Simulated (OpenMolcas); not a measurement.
## 4d⁷ along the 43-electron sequence

| Property | Result |
| --- | --- |
| Program | OpenMolcas |
| Method | SS-CASPT2, IPEA 0.25 Eh, imaginary shift 0.1 Eh |
| Basis | ANO-R2 |
| Scalar Hamiltonian | X2C, finite nucleus |
| Spin-orbit coupling | RASSI with atomic mean-field integrals over the reference wave functions, term energies averaged over their components |

Active space for each ion: 7 electrons in 10 orbitals (4d 5d); closed shells correlated by CASPT2: 4s 4p.

Computed levels in cm-1 above ⁴F_9/2:

```csv
Level,Rh2+,Pd3+,Ag4+
⁴F_7/2,2060,2740,3480
⁴F_5/2,3360,4410,5530
⁴F_3/2,4190,5450,6770
⁴P_3/2,11210,12940,14370
⁴P_5/2,11240,13230,14940
⁴P_1/2,12610,14960,17040
²G_9/2,13420,15370,17170
²G_7/2,15460,18040,20540
²H_11/2,18090,20740,23210
weight of ⁴F in the lowest level (%),98,97,97
```

Mixed levels, with the weight of the term that names them: Pd3+ ⁴P_3/2 (72 %), Ag4+ ⁴P_3/2 (67 %).

Measured, with the error of the calculation in %. Measured levels: Rh2+ from the list in Shadmi, J. Res. Natl. Bur. Stand. 70A, 435 (1966); Ag4+ from the list in Gamrath, thesis, University of Mons (2023).

```csv
Level,Rh2+,Ag4+
⁴F_7/2,2148 (-3.9),3690 (-5.7)
⁴F_5/2,3486 (-3.5),5816 (-5.0)
⁴F_3/2,4322 (-3.1),7097 (-4.5)
⁴P_3/2,10997 (+1.9),14204 (+1.1)
⁴P_5/2,11062 (+1.6),14899 (+0.3)
⁴P_1/2,,17067 (-0.1)
²G_9/2,,16875 (+1.8)
²G_7/2,,20442 (+0.5)
²H_11/2,,22532 (+3.0)
```

The fine-structure level ⁴F_3/2 changes by a factor of 1.62 from Rh2+ to Ag4+. Its fourth root runs 8.05, 8.59, 9.07, with steps per unit of Z of 0.55, 0.48; equal steps would mean a (Z - σ)^4 law with constant σ.

⁴P_3/2 changes by a factor of 1.28 over the same range, with steps per unit of Z of +1730, +1430 cm-1.

Term energies are means over components that CASPT2 splits; among the terms shown or strongly mixed into the levels shown the widest spread is 460 cm-1 (4d⁷ ⁴F, Pd3+). Active for correlation alone: 5d; no level in the range computed is led by a configuration that fills it, so any true level of that kind is missing. Computed and measured levels are paired by configuration, term and J; levels that our copy of the source lacks, or whose pairing is in doubt (as where it misses far off the trend of its configuration), stay unpaired and out of the deviations. Levels of configurations outside the active space are missing.
